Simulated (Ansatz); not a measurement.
Geometry optimisation, Ansatz 0.2.0, RKS B3LYP/6-31G*.

Input:

```yaml
crystal:
  periodic: [false, false, false]
  atoms:
    - { symbol: Al, position_ang: [-0.3487, -0.5942, -0.713] }
    - { symbol: Cl, position_ang: [1.5668, 1.162, -0.872] }
    - { symbol: Cl, position_ang: [0.5507, -2.3898, -0.8202] }
    - { symbol: Cl, position_ang: [-2.0426, 0.2838, -1.3709] }
    - { symbol: H, position_ang: [0.8556, 0.7168, 0.6679] }
    - { symbol: O, position_ang: [-0.0208, 0.0832, 1.3344] }
    - { symbol: H, position_ang: [-0.561, 0.7382, 1.7738] }
basis:
  gaussian: { orbitals: "6-31G*" }
hamiltonian:
  xc: b3lyp
relax:
  f_tol: 0.15
  max_steps: 25
  restrain:
    - { distance: [0, 5], at: 3.17, k: 30.0 }
    - { distance: [4, 1], at: 2.63, k: 30.0 }
    - { distance: [0, 1], at: 2.23, k: 30.0 }
    - { distance: [4, 5], at: 0.97, k: 30.0 }
```

Command:

```bash
$ ansatz run input.yaml --threads 2 --pin off --max-ram 3072MiB --backend cpu --events-out ev --progress --plain --runs-dir out
```

Task: Where does it end, and by what steps?

Result: The run converged. The restraints hold the end off the free minimum. After 8 steps the energy has fallen by 0.863 eV (the restraints' own energy left out); H5 moved furthest, 0.76 Å. Joined: H5–O6 (1.27 → 0.97 Å).

| step | energy less start (eV) | largest force component (eV/Å) | accepted |
| --- | --- | --- | --- |
| 0 | 0.0000 | 3.466 | yes |
| 1 | -0.2120 | 3.722 | yes |
| 2 | -0.5243 | 2.312 | yes |
| 3 | -0.6522 | 1.562 | yes |
| 4 | -0.7909 | 1.035 | yes |
| 5 | -0.8348 | 0.803 | yes |
| 6 | -0.8568 | 0.922 | yes |
| 7 | -0.8349 | 1.067 | no |
| 8 | -0.8628 | 0.919 | yes |

```xyz
7
Properties=species:S:1:pos:R:3
Al -0.125 -0.571 -1.223
Cl 1.443 0.960 -1.148
Cl 0.412 -2.584 -1.272
Cl -2.096 0.047 -1.540
H 0.838 0.845 1.414
O 0.109 0.324 1.791
H -0.581 0.979 1.978
```

Time of the run: 28 s on 2 threads of Arm Neoverse V1, on a shared host, peak memory 0.21 GiB.
